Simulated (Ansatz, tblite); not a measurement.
Forces on Ge9OH14, a cluster with a defect cut from the lattice of germanium (double-bonded O in place of two caps) at its PBE-D4/def2-SVP geometry. The state is a singlet with charge 0.

The xTB rows come from tblite. Single mean-field runs in def2-TZVP are fitted with def2-universal-jkfit.

GFN2-xTB (tblite), largest force 2.31 eV/Å:

```xyz
24
positions Å, forces eV/Å
Ge    2.826    0.719    0.420   -0.090    0.140    0.096
Ge   -0.697    2.109    1.713    0.050   -0.104    0.093
Ge   -0.181    1.235   -2.166   -0.058    0.071   -0.066
Ge    0.844   -2.524   -1.266   -0.193   -0.027    0.008
Ge   -2.609   -1.023    0.090    0.068   -0.072    0.109
Ge    0.890    2.115   -0.148    0.056    0.198    0.031
Ge    2.085   -1.628    0.679    0.469   -1.254    1.880
Ge   -1.502   -0.167    2.094   -0.161    0.080    0.037
Ge   -1.032   -1.028   -1.780   -0.129   -0.104   -0.125
O     2.314   -2.496    2.083   -0.288    1.144   -1.875
H     3.523    1.192    1.725    0.046   -0.027   -0.401
H     3.851    0.769   -0.753   -0.034    0.057    0.345
H    -0.007    2.667    2.991   -0.310   -0.005   -0.357
H    -1.897    3.036    1.363    0.340   -0.138    0.233
H     0.831    1.230   -3.349   -0.348    0.117    0.184
H    -1.370    2.163   -2.552    0.402   -0.214   -0.063
H     1.818   -2.555   -2.481   -0.193   -0.205    0.209
H     0.368   -3.971   -0.958    0.200    0.225   -0.270
H    -3.820   -0.115   -0.267    0.199   -0.370    0.113
H    -3.137   -2.467    0.331   -0.029    0.457   -0.117
H     1.398    3.566   -0.424   -0.080   -0.228    0.017
H    -2.479   -0.198    3.304    0.379   -0.090   -0.272
H    -0.287   -1.082    2.428   -0.416    0.251    0.005
H    -1.729   -1.546   -3.077    0.120    0.098    0.186
```

revPBE-D4/def2-TZVP (Ansatz), largest force 0.14 eV/Å:

```
Ge 0.069 0.036 0.045
Ge -0.020 0.055 0.034
Ge -0.014 0.041 -0.061
Ge -0.009 -0.091 -0.022
Ge -0.065 -0.019 -0.004
Ge 0.014 0.051 -0.018
Ge -0.015 0.079 -0.120
Ge 0.024 -0.053 0.075
Ge -0.024 -0.009 -0.049
O 0.027 -0.080 0.116
H -0.012 -0.005 -0.044
H -0.031 -0.016 0.030
H -0.023 -0.013 -0.036
H 0.033 -0.028 0.010
H -0.024 -0.002 0.031
H 0.034 -0.025 0.007
H -0.016 0.008 0.043
H 0.014 0.037 -0.022
H 0.036 -0.024 0.011
H 0.011 0.043 -0.008
H -0.011 -0.036 0.008
H 0.030 -0.004 -0.028
H -0.048 0.045 -0.031
H 0.018 0.010 0.032
```

r2SCAN-D4/def2-TZVP (Ansatz), largest force 0.73 eV/Å:

```
Ge 0.108 0.034 0.053
Ge -0.030 0.083 0.049
Ge -0.024 0.064 -0.092
Ge 0.011 -0.124 -0.030
Ge -0.097 -0.027 -0.007
Ge 0.027 0.076 -0.018
Ge 0.081 -0.247 0.395
Ge -0.007 -0.046 0.099
Ge -0.036 -0.024 -0.069
O -0.092 0.374 -0.619
H -0.120 -0.081 -0.251
H -0.189 -0.026 0.213
H -0.133 -0.099 -0.235
H 0.218 -0.168 0.066
H -0.181 0.002 0.209
H 0.218 -0.166 0.062
H -0.165 0.012 0.234
H 0.091 0.265 -0.072
H 0.219 -0.166 0.066
H 0.091 0.269 -0.044
H -0.085 -0.255 0.050
H 0.187 -0.001 -0.218
H -0.218 0.167 -0.067
H 0.125 0.086 0.227
```
